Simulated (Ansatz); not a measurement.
| atom | x (Å) | y (Å) | z (Å) |
| --- | --- | --- | --- |
| Si | 0.0003 | 0.0025 | -0.0842 |
| H | -0.0483 | 1.0835 | 0.9413 |
| H | -0.0274 | -1.1293 | 0.9136 |

Basis set: STO-3G (spherical functions). Frozen core: 5 orbitals. Charge 0, multiplicity 1.

Computed with Ansatz (development build ahead of 0.2.0); each method stands on the lowest determinant of its kind that the runs found. Restricted open shells among the atoms or ions are ROHF, correlated in semicanonical orbitals with singles.

The atomization energy at this shape (free ground-state atoms in the same class of orbitals less the molecule, no zero-point energy) of singlet SiH₂:

```json
{"method": "RHF-MP2", "atomization energy": "763.5 kJ/mol"}
```

(1) What does RHF give?

Results:

(1) 696.5 kJ/mol.

This basis has no polarisation functions and is too small for such energies, which can lie far from measured ones in either direction.
